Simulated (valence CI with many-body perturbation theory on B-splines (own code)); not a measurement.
**Pd⁴⁰⁺: electric-dipole lines**

Method: valence CI with perturbative core correlation (CI+MBPT): four valence electrons over a frozen Dirac-Fock core [He], a basis of 11 s, 11 p, 9 d, 7 f, 5 g, 2 h, 1 i functions for each j, with the one-electron correlation potential Σ1, the two-electron term Σ2, the three-electron term Σ3, Breit, model QED; selected CI, second order for the rest (own B-spline code, finite nucleus).

No measured spectrum was set against this ion. As an estimate, large intervals hold to a few tenths of a per cent, small ones and those within an open d or f shell to about a per cent. Among the levels kept, up to 280 cm⁻¹ of a level comes from second order outside the variational space, and about a tenth of that is noise between levels of different J, which matters for small intervals.

Lines 101 to 150 of 235 in falling wavelength, among levels below 4004.6 eV, chosen from the strongest by gf and those to the six lowest levels. Wavelengths and rates use the calculated energies. Electric multipoles are in the length gauge, E1 and E2 with the static RPA response of the core. Weak lines are less certain than strong ones. Lines between different terms over intervals too small for the method are left out, as are lines whose strength nearly cancels. The highest levels of a list are the least certain.

Levels are named by their leading jj configuration (3d3/2^4 stands for four electrons in 3d with j = 3/2), which in mixed levels can hold well under half, so a name can repeat and another be missing. Letters in brackets count levels of one name in rising energy.

| λ vac (nm) | Upper | Lower | A (s⁻¹) | log gf | Branch % |
| --- | --- | --- | --- | --- | --- |
| 0.3605 | (2s^2 2p3/2 3p3/2) J=2 | (2s 2p1/2^2 2p3/2) J=1 | 6.80e+11 | -2.18 | 12.1 |
| 0.3604 | (2s 2p1/2 2p3/2 3d5/2) J=2 [b] | (2s 2p1/2 2p3/2^2) J=2 [b] | 1.94e+13 | -0.72 | 21.1 |
| 0.3599 | (2s 2p1/2 2p3/2 3d5/2) J=1 [b] | (2s 2p1/2 2p3/2^2) J=1 [b] | 1.01e+14 | -0.23 | 49.6 |
| 0.3598 | (2s 2p1/2 2p3/2 3d5/2) J=1 [a] | (2s 2p1/2 2p3/2^2) J=0 | 9.23e+13 | -0.27 | 61.5 |
| 0.3595 | (2s 2p1/2 2p3/2 3d5/2) J=0 | (2s 2p1/2 2p3/2^2) J=1 [b] | 1.78e+14 | -0.46 | 79.8 |
| 0.3585 | (2s 2p1/2 2p3/2 3d3/2) J=2 [c] | (2s 2p1/2 2p3/2^2) J=1 [b] | 3.54e+13 | -0.47 | 27.3 |
| 0.3583 | (2s 2p1/2 2p3/2 3d3/2) J=1 [c] | (2s 2p1/2 2p3/2^2) J=1 [b] | 2.87e+13 | -0.78 | 51.6 |
| 0.3583 | (2s 2p1/2^2 3d5/2) J=2 | (2s 2p1/2^2 2p3/2) J=1 | 1.62e+14 | 0.19 | 97.4 |
| 0.3580 | (2s 2p1/2 2p3/2 3d3/2) J=2 [c] | (2s 2p1/2 2p3/2^2) J=2 [b] | 6.43e+13 | -0.21 | 49.6 |
| 0.3579 | (2s 2p1/2 2p3/2 3s) J=2 [b] | (2s 2p1/2^2 2p3/2) J=1 | 3.00e+12 | -1.54 | 9.3 |
| 0.3574 | (2s 2p1/2 2p3/2 3d3/2) J=1 [a] | (2s 2p1/2 2p3/2^2) J=2 [a] | 1.93e+13 | -0.96 | 41.0 |
| 0.3572 | (2s 2p1/2 2p3/2 3d5/2) J=1 [b] | (2s 2p1/2 2p3/2^2) J=0 | 2.73e+13 | -0.80 | 13.4 |
| 0.3571 | (2s 2p1/2 2p3/2 3s) J=2 [a] | (2s 2p1/2^2 2p3/2) J=2 | 1.46e+13 | -0.86 | 60.4 |
| 0.3570 | (2s 2p1/2 2p3/2 3d3/2) J=2 [c] | (2s 2p1/2 2p3/2^2) J=1 [a] | 2.48e+13 | -0.62 | 19.2 |
| 0.3567 | (2s 2p1/2 2p3/2 3d3/2) J=2 [b] | (2s 2p1/2 2p3/2^2) J=3 | 2.41e+13 | -0.64 | 9.1 |
| 0.3566 | (2s 2p1/2 2p3/2 3d3/2) J=3 [b] | (2s 2p1/2 2p3/2^2) J=3 | 2.82e+13 | -0.42 | 10.9 |
| 0.3565 | (2s 2p1/2^2 3d3/2) J=1 | (2s 2p1/2^2 2p3/2) J=2 | 5.14e+12 | -1.53 | 22.8 |
| 0.3563 | (2s^2 2p1/2 3d3/2) J=2 | (2s^2 2p1/2 2p3/2) J=2 | 3.29e+13 | -0.50 | 91.7 |
| 0.3561 | (2s 2p1/2^2 3d3/2) J=2 | (2s 2p1/2^2 2p3/2) J=2 | 3.58e+13 | -0.47 | 94.3 |
| 0.3556 | (2s 2p3/2^2 3s) J=3 | (2s 2p1/2 2p3/2^2) J=3 | 7.17e+13 | -0.02 | 63.1 |
| 0.3552 | (2s 2p1/2 2p3/2 3p1/2) J=2 [a] | (2s^2 2p3/2^2) J=2 | 5.41e+11 | -2.29 | 0.4 |
| 0.3552 | (2s 2p1/2 2p3/2 3s) J=1 [a] | (2s 2p1/2^2 2p3/2) J=2 | 3.53e+12 | -1.70 | 10.7 |
| 0.3551 | (2s 2p1/2 2p3/2 3d5/2) J=2 [b] | (2s 2p1/2 2p3/2^2) J=3 | 3.27e+13 | -0.51 | 35.6 |
| 0.3550 | (2s 2p1/2 2p3/2 3d5/2) J=2 [a] | (2s 2p1/2 2p3/2^2) J=2 [a] | 1.10e+14 | 0.02 | 80.1 |
| 0.3549 | (2s^2 2p3/2 3d5/2) J=1 | (2s^2 2p3/2^2) J=0 | 2.21e+14 | 0.10 | 92.6 |
| 0.3549 | (2s 2p1/2 2p3/2 3s) J=1 [b] | (2s 2p1/2^2 2p3/2) J=1 | 4.49e+12 | -1.59 | 13.1 |
| 0.3549 | (2s^2 2p1/2 3d3/2) J=2 | (2s^2 2p1/2 2p3/2) J=1 | 2.72e+12 | -1.59 | 7.6 |
| 0.3548 | (2s 2p1/2 2p3/2 3d5/2) J=3 [a] | (2s 2p1/2 2p3/2^2) J=2 [a] | 1.20e+14 | 0.20 | 65.0 |
| 0.3547 | (2s^2 2p1/2 3d3/2) J=1 | (2s^2 2p1/2 2p3/2) J=2 | 4.70e+12 | -1.58 | 1.5 |
| 0.3546 | (2s 2p1/2 2p3/2 3d5/2) J=3 [b] | (2s 2p1/2 2p3/2^2) J=3 | 4.41e+13 | -0.24 | 54.7 |
| 0.3546 | (2s 2p1/2^2 3d5/2) J=3 | (2s 2p1/2^2 2p3/2) J=2 | 1.54e+14 | 0.31 | 98.5 |
| 0.3545 | (2s^2 2p3/2 3d3/2) J=3 | (2s^2 2p3/2^2) J=2 | 4.78e+12 | -1.20 | 2.1 |
| 0.3544 | (2s 2p1/2 2p3/2 3d5/2) J=4 [b] | (2s 2p1/2 2p3/2^2) J=3 | 2.46e+14 | 0.62 | 99.8 |
| 0.3544 | (2s 2p1/2 2p3/2 3s) J=2 [c] | (2s 2p1/2^2 2p3/2) J=1 | 2.54e+12 | -1.62 | 13.9 |
| 0.3543 | (2s 2p1/2 2p3/2 3s) J=1 [c] | (2s 2p1/2^2 2p3/2) J=1 | 5.59e+12 | -1.50 | 22.8 |
| 0.3543 | (2s 2p1/2 2p3/2 3s) J=0 | (2s 2p1/2^2 2p3/2) J=1 | 1.00e+13 | -1.73 | 27.4 |
| 0.3541 | (2s^2 2p3/2 3d3/2) J=1 | (2s^2 2p3/2^2) J=2 | 3.92e+13 | -0.66 | 16.6 |
| 0.3541 | (2s^2 2p1/2 3d5/2) J=2 | (2s^2 2p1/2 2p3/2) J=2 | 2.75e+13 | -0.59 | 13.3 |
| 0.3538 | (2s 2p1/2 2p3/2 3s) J=3 | (2s 2p1/2^2 2p3/2) J=2 | 2.44e+13 | -0.49 | 76.4 |
| 0.3537 | (2s^2 2p1/2 3d5/2) J=3 | (2s^2 2p1/2 2p3/2) J=2 | 1.80e+14 | 0.37 | 100.0 |
| 0.3537 | (2s 2p1/2 2p3/2 3d3/2) J=3 [b] | (2s 2p1/2 2p3/2^2) J=2 [a] | 1.15e+14 | 0.18 | 44.5 |
| 0.3534 | (2s 2p1/2 2p3/2 3d3/2) J=3 [c] | (2s 2p1/2 2p3/2^2) J=3 | 1.45e+13 | -0.72 | 76.2 |
| 0.3534 | (2s^2 2p1/2 3d3/2) J=1 | (2s^2 2p1/2 2p3/2) J=1 | 2.78e+13 | -0.81 | 8.8 |
| 0.3532 | (2s^2 2p3/2 3d5/2) J=2 | (2s^2 2p3/2^2) J=2 | 1.65e+14 | 0.19 | 88.8 |
| 0.3532 | (2s^2 2p1/2 3s) J=1 | (2s^2 2p1/2^2) J=0 | 8.34e+12 | -1.33 | 26.3 |
| 0.3529 | (2s 2p1/2^2 3d5/2) J=2 | (2s 2p1/2^2 2p3/2) J=2 | 3.53e+12 | -1.48 | 2.1 |
| 0.3529 | (2s 2p1/2 2p3/2 3p1/2) J=3 | (2s^2 2p3/2^2) J=2 | 1.16e+13 | -0.82 | 55.6 |
| 0.3528 | (2s 2p3/2^2 3s) J=3 | (2s 2p1/2 2p3/2^2) J=2 [a] | 2.55e+13 | -0.48 | 22.4 |
| 0.3527 | (2s^2 2p1/2 3d5/2) J=2 | (2s^2 2p1/2 2p3/2) J=1 | 1.79e+14 | 0.22 | 86.4 |
| 0.3527 | (2s^2 2p3/2 3s) J=1 | (2s^2 2p1/2 2p3/2) J=2 | 1.89e+12 | -1.98 | 9.0 |
